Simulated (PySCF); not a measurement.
WF5, SMILES [F][W+]([F])([F])([F])[F], charge +1, multiplicity 1.

Geometry: B3LYP-D3(BJ)/def2-SVP. The spin state was assumed, not searched. The isomer is the one that the SMILES or the coordinates give; other isomers of the formula were not compared. The def2 effective core potentials stand for the cores of W; spin–orbit coupling is left out.

Two levels are set side by side: TDDFT-PBE/def2-SVPD (PySCF) and TDDFT-CAM-B3LYP/def2-SVPD (PySCF). Vertical, same geometry. The lowest singlet is HOMO→LUMO 50 %, HOMO−1→LUMO+1 50 % with PBE and HOMO→LUMO+1 49 %, HOMO−1→LUMO 49 % with the other functional; states are paired by order. Differences are taken from unrounded values.

```json
[
 {"quantity": "lowest singlet excitation (eV)", "TDDFT-PBE": "5.42"},
 {"quantity": "lowest triplet excitation (TDA) (eV)", "TDDFT-PBE": "5.00"}
]
```

Question: These are the TDDFT-PBE values. What does TDDFT-CAM-B3LYP give? (The exact figures need the calculation; the answer reports its results.)

Answer: 
| quantity | TDDFT-CAM-B3LYP | TDDFT-PBE minus TDDFT-CAM-B3LYP |
|---|---|---|
| lowest singlet excitation (eV) | 6.25 | -0.83 |
| lowest triplet excitation (TDA) (eV) | 5.64 | -0.64 |

Functionals without exact exchange tend to place singlet excitations lower, as here. Differences between two approximate levels are no errors against the true value.

Rough cost on one machine, each run with all the roots and properties that it gave: TDDFT-CAM-B3LYP against TDDFT-PBE about 6 times.
